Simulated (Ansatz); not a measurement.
Steps of a relaxation of C2H7NOSn, SMILES `C[N](C)[Sn][OH]` with RKS PBE0-D4/def2-TZVP.

```sh
$ ansatz run in.yaml --threads 4 --pin off --events-out ev --progress --plain --max-ram 10444MiB
```

```yaml
crystal:
  periodic: [false, false, false]
  atoms:
    - {symbol: C, position_ang: [-0.815168, 0.651438, -0.284095]}
    - {symbol: N, position_ang: [0.262381, -0.161733, 0.220448]}
    - {symbol: C, position_ang: [0.978008, 0.433931, 1.325986]}
    - {symbol: Sn, position_ang: [0.834746, -2.038526, -0.511228]}
    - {symbol: O, position_ang: [-0.441145, -2.118066, -2.092062]}
    - {symbol: H, position_ang: [-1.535278, 0.936274, 0.522915]}
    - {symbol: H, position_ang: [-0.459302, 1.606744, -0.745650]}
    - {symbol: H, position_ang: [-1.398345, 0.101323, -1.052790]}
    - {symbol: H, position_ang: [1.461195, 1.404469, 1.049801]}
    - {symbol: H, position_ang: [1.783151, -0.242771, 1.685981]}
    - {symbol: H, position_ang: [0.308705, 0.649020, 2.196154]}
    - {symbol: H, position_ang: [-0.901947, -1.277103, -2.281461]}
basis:
  gaussian: {orbitals: def2-TZVP}
hamiltonian: {xc: pbe0, dispersion: d4}
relax: {f_tol: 0.005, max_steps: 150}
```

Positions (Å) and forces (eV/Å) along the path, 10 of 10 steps:

```xyz
12
step=1 energy=-11553.5126 eV
C    -0.815    0.651   -0.284   -0.259    0.226   -0.075
N     0.262   -0.162    0.220    0.159   -0.507   -0.204
C     0.978    0.434    1.326    0.112    0.193    0.240
Sn    0.835   -2.039   -0.511   -0.725    0.750   -0.298
O    -0.441   -2.118   -2.092    0.144    0.720    0.468
H    -1.535    0.936    0.523    0.376   -0.172   -0.368
H    -0.459    1.607   -0.746   -0.129   -0.495    0.230
H    -1.398    0.101   -1.053    0.284    0.326    0.424
H     1.461    1.404    1.050   -0.246   -0.492    0.088
H     1.783   -0.243    1.686   -0.396    0.310   -0.190
H     0.309    0.649    2.196    0.300   -0.137   -0.449
H    -0.902   -1.277   -2.281    0.380   -0.723    0.133
12
step=2 energy=-11553.5975 eV
C    -0.821    0.659   -0.270   -0.161    0.123   -0.060
N     0.247   -0.172    0.210   -0.055    0.075   -0.017
C     0.968    0.422    1.305    0.074    0.114    0.153
Sn    0.813   -1.996   -0.493    0.042   -0.116    0.000
O    -0.412   -2.121   -2.056   -0.093    0.366   -0.022
H    -1.509    0.949    0.546    0.140   -0.060   -0.119
H    -0.454    1.597   -0.729   -0.042   -0.158    0.084
H    -1.427    0.134   -1.020    0.095    0.083    0.112
H     1.445    1.379    1.021   -0.080   -0.164    0.028
H     1.764   -0.249    1.658   -0.106    0.090   -0.049
H     0.308    0.637    2.166    0.097   -0.049   -0.149
H    -0.844   -1.293   -2.305    0.088   -0.305    0.041
12
step=3 energy=-11553.5980 eV
C    -0.811    0.664   -0.282   -0.012    0.012    0.010
N     0.256   -0.169    0.195   -0.025    0.036    0.024
C     0.961    0.418    1.303    0.003    0.033    0.041
Sn    0.840   -1.990   -0.498    0.037   -0.062   -0.038
O    -0.375   -2.099   -2.064   -0.411    0.544   -0.105
H    -1.497    0.939    0.531   -0.002   -0.006    0.011
H    -0.442    1.602   -0.723    0.009   -0.004   -0.010
H    -1.408    0.150   -1.039   -0.005    0.018   -0.014
H     1.434    1.374    1.032    0.004    0.009   -0.010
H     1.753   -0.249    1.658    0.017   -0.010    0.006
H     0.292    0.620    2.152   -0.004    0.000    0.009
H    -0.926   -1.313   -2.232    0.390   -0.570    0.075
12
step=4 energy=-11553.6040 eV
C    -0.811    0.668   -0.278   -0.039    0.023   -0.006
N     0.254   -0.168    0.199   -0.033    0.024    0.000
C     0.962    0.420    1.305    0.021    0.031    0.048
Sn    0.835   -1.988   -0.503    0.045   -0.060   -0.016
O    -0.380   -2.109   -2.068   -0.049    0.078    0.025
H    -1.499    0.943    0.537    0.018   -0.009   -0.008
H    -0.441    1.606   -0.718    0.001   -0.019    0.006
H    -1.410    0.156   -1.035    0.013    0.016    0.000
H     1.435    1.376    1.033   -0.009   -0.017   -0.004
H     1.755   -0.248    1.659   -0.005    0.006   -0.004
H     0.295    0.622    2.157    0.008   -0.007   -0.014
H    -0.917   -1.333   -2.253    0.026   -0.066   -0.029
12
step=5 energy=-11553.6051 eV
C    -0.808    0.668   -0.277   -0.005   -0.014   -0.005
N     0.257   -0.169    0.201   -0.009    0.033    0.010
C     0.963    0.423    1.309   -0.001   -0.014   -0.014
Sn    0.838   -1.988   -0.509    0.016   -0.001    0.017
O    -0.396   -2.114   -2.056   -0.003   -0.016   -0.013
H    -1.502    0.933    0.535    0.002    0.003   -0.002
H    -0.435    1.610   -0.705    0.003    0.001    0.008
H    -1.397    0.163   -1.046    0.007    0.003    0.006
H     1.428    1.381    1.034    0.000    0.002    0.002
H     1.761   -0.239    1.661   -0.002   -0.005   -0.005
H     0.294    0.619    2.160    0.001    0.001    0.000
H    -0.925   -1.343   -2.273   -0.007    0.007   -0.004
12
step=6 energy=-11553.6053 eV
C    -0.809    0.672   -0.277    0.006    0.003   -0.006
N     0.256   -0.164    0.200    0.003   -0.016   -0.008
C     0.964    0.422    1.309   -0.006    0.008    0.005
Sn    0.841   -1.983   -0.509    0.005   -0.002    0.004
O    -0.395   -2.121   -2.055    0.000   -0.008   -0.003
H    -1.508    0.930    0.531   -0.002   -0.001    0.001
H    -0.435    1.618   -0.696   -0.003    0.003    0.002
H    -1.389    0.170   -1.054   -0.007    0.008    0.000
H     1.430    1.381    1.038    0.001    0.000    0.001
H     1.760   -0.243    1.657    0.002    0.000    0.001
H     0.296    0.617    2.161    0.002    0.001    0.003
H    -0.934   -1.356   -2.273   -0.003    0.004    0.000
12
step=7 energy=-11553.6053 eV
C    -0.807    0.675   -0.278    0.006    0.003   -0.004
N     0.258   -0.163    0.197   -0.003   -0.001    0.006
C     0.963    0.422    1.308    0.002    0.000   -0.004
Sn    0.842   -1.984   -0.508    0.001    0.000   -0.004
O    -0.396   -2.126   -2.053    0.002   -0.001    0.004
H    -1.511    0.925    0.530   -0.001   -0.001    0.001
H    -0.434    1.626   -0.687   -0.001    0.000    0.001
H    -1.384    0.180   -1.063   -0.001    0.000   -0.002
H     1.426    1.384    1.040    0.000   -0.001    0.001
H     1.762   -0.241    1.654    0.000    0.000    0.000
H     0.295    0.611    2.161   -0.002    0.001    0.001
H    -0.939   -1.364   -2.267   -0.002    0.000   -0.001
12
step=8 energy=-11553.6054 eV
C    -0.805    0.677   -0.279    0.002    0.002    0.001
N     0.259   -0.161    0.195    0.000   -0.002    0.002
C     0.963    0.422    1.308    0.001    0.000   -0.003
Sn    0.845   -1.981   -0.511   -0.001    0.003   -0.004
O    -0.397   -2.130   -2.052    0.001    0.000    0.003
H    -1.515    0.919    0.526    0.000    0.000   -0.003
H    -0.432    1.633   -0.678   -0.002   -0.004    0.001
H    -1.376    0.188   -1.072    0.001    0.002    0.001
H     1.425    1.385    1.043    0.000   -0.001    0.001
H     1.763   -0.241    1.653   -0.001    0.001    0.000
H     0.295    0.609    2.162   -0.001    0.000   -0.001
H    -0.949   -1.374   -2.262    0.001    0.000    0.001
12
step=9 energy=-11553.6054 eV
C    -0.804    0.679   -0.281   -0.003    0.002    0.001
N     0.261   -0.159    0.193    0.000   -0.001    0.001
C     0.963    0.422    1.308    0.001    0.001    0.000
Sn    0.851   -1.977   -0.515   -0.003    0.002   -0.003
O    -0.398   -2.133   -2.049   -0.002    0.003   -0.001
H    -1.518    0.913    0.522    0.003   -0.001   -0.004
H    -0.430    1.638   -0.670   -0.001   -0.004    0.001
H    -1.368    0.194   -1.081    0.002    0.003    0.003
H     1.425    1.385    1.046    0.000   -0.001    0.000
H     1.762   -0.242    1.653   -0.001    0.001    0.001
H     0.293    0.606    2.161    0.000   -0.001   -0.001
H    -0.960   -1.382   -2.254    0.003   -0.004    0.003
12
step=10 energy=-11553.6054 eV
C    -0.802    0.681   -0.282   -0.004    0.000    0.000
N     0.262   -0.158    0.192   -0.001    0.001   -0.003
C     0.963    0.422    1.309    0.000   -0.003   -0.001
Sn    0.854   -1.974   -0.519    0.005   -0.002    0.003
O    -0.398   -2.135   -2.050    0.000    0.001    0.002
H    -1.520    0.910    0.520    0.002    0.000   -0.002
H    -0.428    1.642   -0.665   -0.001   -0.001    0.001
H    -1.362    0.199   -1.086    0.002    0.001    0.002
H     1.424    1.386    1.048    0.000    0.000    0.000
H     1.762   -0.242    1.654    0.000    0.000    0.000
H     0.292    0.605    2.161    0.000    0.000    0.000
H    -0.970   -1.390   -2.249   -0.002    0.003   -0.001
```

Run time 51 s (4 threads of an Arm Neoverse V1 on a shared host); peak host memory 0.63 GiB.
